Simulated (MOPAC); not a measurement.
A run for MOPAC: PM3 on FHOTe (SMILES O[Te]F), a point of a torsion scan.

```
PM3 1SCF PRECISE CHARGE=0 THREADS=1
FHOTe

O     -1.07187827 1     0.15003312 1     0.29638600 1
Te     0.61746044 1     1.04193196 1    -0.14295105 1
F      1.40061327 1    -0.66543429 1    -0.78138154 1
H     -1.17953027 1    -0.58267504 1    -0.31467353 1
```

It printed:

```
*******************************************************************************
 **                                                                           **
 **                              MOPAC v23.2.5                                **
 **                                                                           **
 *******************************************************************************
 ** MOPAC's Digital Object Identifier: https://doi.org/10.5281/zenodo.6511958 **
 **                                                                           **
 ** Please cite the open-source release paper for use of this MOPAC version:  **
 ** J. E. Moussa and J. J. P. Stewart (2026)                                  **
 ** MOPAC: An open-source semiempirical molecular orbital program             **
 ** J. Open Source Softw., 11(119), 8025, https://doi.org/10.21105/joss.08025 **
 *******************************************************************************

                              PM3 CALCULATION RESULTS

 *******************************************************************************
 *  PM3        - The PM3 Hamiltonian to be used
 *
 *
 *
 *                 CHARGE ON SYSTEM = 0
 *
 *
 *
 *  PRECISE    - TIGHTER CRITERIA TO BE USED
 *  1SCF       - DO 1 SCF AND THEN STOP
 *  THREADS=1  - MULTI-THREADING NOT USED
 *  T=         - A TIME OF 172800.0 SECONDS REQUESTED
 *  DUMP=N     - RESTART FILE WRITTEN EVERY 7200.0 SECONDS REQUESTED
 *******************************************************************************
PM3 1SCF PRECISE CHARGE=0 THREADS=1
 FHOTe

   ATOM   CHEMICAL          X               Y               Z
  NUMBER   SYMBOL      (ANGSTROMS)     (ANGSTROMS)     (ANGSTROMS)

     1       O         -1.07187827  *   0.15003312  *   0.29638600  *
     2      Te          0.61746044  *   1.04193196  *  -0.14295105  *
     3       F          1.40061327  *  -0.66543429  *  -0.78138154  *
     4       H         -1.17953027  *  -0.58267504  *  -0.31467353  *



          CARTESIAN COORDINATES

    NO.       ATOM           X           Y           Z

     1         O         -1.0719      0.1500      0.2964
     2        Te          0.6175      1.0419     -0.1430
     3         F          1.4006     -0.6654     -0.7814
     4         H         -1.1795     -0.5827     -0.3147

  H: (PM3): J. J. P. STEWART, J. COMP. CHEM. 10, 209 (1989).
  O: (PM3): J. J. P. STEWART, J. COMP. CHEM. 10, 209 (1989).
  F: (PM3): J. J. P. STEWART, J. COMP. CHEM. 10, 209 (1989).
 Te: (PM3): J. J. P. STEWART, J. COMP. CHEM. 12, 320-341 (1991).

           Empirical Formula: H O Te F  =     4 atoms



      MOLECULAR POINT GROUP   :   C1


      RHF CALCULATION, NO. OF DOUBLY OCCUPIED LEVELS = 10


 -------------------------------------------------------------------------------
 PM3 1SCF PRECISE CHARGE=0 THREADS=1
 FHOTe



     1SCF WAS SPECIFIED, SO BFGS WAS NOT USED
     SCF FIELD WAS ACHIEVED


                              PM3 CALCULATION
                                                       MOPAC v23.2.5 Linux




          FINAL HEAT OF FORMATION =        -87.53076 KCAL/MOL =    -366.22868 KJ/MOL


          COSMO AREA              =         94.21 SQUARE ANGSTROMS
          COSMO VOLUME            =         80.39 CUBIC ANGSTROMS

          IONIZATION POTENTIAL    =          9.625971 EV
          HOMO LUMO ENERGIES (EV) =         -9.626 -1.741
          NO. OF FILLED LEVELS    =         10
          MOLECULAR WEIGHT        =        163.6057         POINT GROUP:  C1

          MOLECULAR DIMENSIONS (Angstroms)

            Atom       Atom       Distance
            F     3    O     1     2.81776
            H     4   Te     2     2.19418
            O     1   Te     2     0.29004


          SCF CALCULATIONS        =          1





   ATOM   CHEMICAL          X               Y               Z
  NUMBER   SYMBOL      (ANGSTROMS)     (ANGSTROMS)     (ANGSTROMS)

     1       O         -1.07187827  *   0.15003312  *   0.29638600  *
     2      Te          0.61746044  *   1.04193196  *  -0.14295105  *
     3       F          1.40061327  *  -0.66543429  *  -0.78138154  *
     4       H         -1.17953027  *  -0.58267504  *  -0.31467353  *

                             CARTESIAN COORDINATES

   1    O       -1.071878270     0.150033120     0.296386000
   2   Te        0.617460440     1.041931960    -0.142951050
   3    F        1.400613270    -0.665434290    -0.781381540
   4    H       -1.179530270    -0.582675040    -0.314673530


           Empirical Formula: H O Te F  =     4 atoms



      MOLECULAR POINT GROUP   :   C1


                  EIGENVALUES
 -35.65552 -19.50744 -16.56822 -15.88799 -15.75634 -15.46656 -13.39476 -12.89942
 -10.64999  -9.62597  -1.74051  -1.46900   4.67334


              NET ATOMIC CHARGES AND DIPOLE CONTRIBUTIONS

  ATOM NO.   TYPE          CHARGE      No. of ELECS.   s-Pop       p-Pop
    1          O          -0.536551        6.5366     1.79734     4.73921
    2         Te           0.703463        5.2965     1.97178     3.32475
    3          F          -0.384976        7.3850     1.62935     5.75563
    4          H           0.218064        0.7819     0.78194
 DIPOLE           X         Y         Z       TOTAL
 POINT-CHG.     1.023     3.754    -0.132     3.893
 HYBRID         0.000    -0.164    -0.350     0.387
 SUM            1.024     3.590    -0.481     3.764


          ATOMIC ORBITAL ELECTRON POPULATIONS

     Atom    s        px        py        pz
    1  O   1.79734   1.55201   1.51743   1.66977
    2 Te   1.97178   0.78276   0.72911   1.81288
    3  F   1.62935   1.94001   1.84106   1.97455
    4  H   0.78194

 **********************
 *                    *
 * JOB ENDED NORMALLY *
 *                    *
 **********************




 == MOPAC DONE ==
```

The run finished.

Cost: about 0.020 core-seconds (a rough figure).
